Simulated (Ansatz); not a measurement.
Cost and result for the atomization energy of `CB(F)OC(C)=O` (13 atoms, 12 bonds).

```tsv
atom	x (Å)	y (Å)	z (Å)
C1	-1.6732	-1.2010	-0.6742
B2	-0.9849	-0.8622	0.6762
F3	-1.4052	-1.4164	1.8068
O4	0.0985	-0.0287	0.8681
C5	0.5892	0.8462	-0.0517
C6	1.9945	1.2329	0.2749
O7	-0.0528	1.2572	-0.9716
H8	-2.4031	-0.4180	-0.9051
H9	-2.2057	-2.1516	-0.6174
H10	-0.9770	-1.2117	-1.5136
H11	2.0315	1.6557	1.2808
H12	2.6286	0.3438	0.2786
H13	2.3596	1.9538	-0.4519
```

Charge 0, multiplicity 1. Geometry: relaxed with PBE0-D4/def2-TZVP. It is one conformer, not always the lowest. Program: Ansatz. All runs use 2 threads of an AMD EPYC 7R13 on a shared host and a share of an NVIDIA H100 80 GB. Times are those of one run each, without the atoms' runs, and a repeat can differ threefold. Electronic energies, without spin–orbit coupling; frozen cores. CCSD(T)/CBS adds CCSD(T) − MP2 in def2-TZVPP to the MP2 limit, and its time is that of the two runs behind it. T1 = 0.014. B3LYP takes the VWN-RPA correlation (the form of Gaussian; ORCA's B3LYP/G).

CCSD(T)/CBS is a level of theory with its own doubt, some kJ/mol a heavy atom from the limit and from the frozen cores, so smaller differences don't rank the functionals.

```tsv
level	functions	wall time	atomization (kJ/mol)	difference from CCSD(T)/CBS	per bond
PBE-D4/def2-TZVPP (with forces)	301	2.5 s	5897.5	182.5	15.2
PBE0-D4/def2-TZVPP	301	2.6 s	5760.3	45.3	3.8
B3LYP-D4/def2-TZVPP (with forces)	301	2.9 s	5726.6	11.6	1.0
ωB97X-V/def2-TZVPP	301	3.3 s	5734.9	19.9	1.7
r2SCAN-D4/def2-TZVPP (with forces)	301	3.3 s	5769.8	54.8	4.6
B2PLYP/def2-TZVPP	301	3.5 s	5684.9	-30.1	-2.5
MP2/def2-QZVPP	579	3.6 s	5819.5	104.5	8.7
ωB97M-V/def2-TZVPP (with forces)	301	4.4 s	5752.1	37.1	3.1
CCSD(T)/def2-TZVPP	301	5.5 s	5580.5	-134.5	-11.2
CCSD(T)/CBS(def2)	–	9.1 s	5715.0	0.0	0.0
```

The D4 term adds +37.9 kJ/mol with B3LYP and +20.1 kJ/mol with PBE0; it sums over pairs of atoms, weighted by their polarisabilities, and B3LYP, whose exchange is more repulsive, gets the larger term. From PBE to PBE0 (25 % exact exchange), in def2-TZVPP and without D4, the atomization energy moves by −133.4 kJ/mol: exact exchange takes away binding that semilocal exchange gives to molecules. In def2-TZVPP, CCSD(T) changes the Hartree–Fock value by +1356.1 kJ/mol (the triples alone add +92.3 kJ/mol) and MP2 by +1515.7 kJ/mol; breaking electron pairs costs correlation energy, which Hartree–Fock lacks.
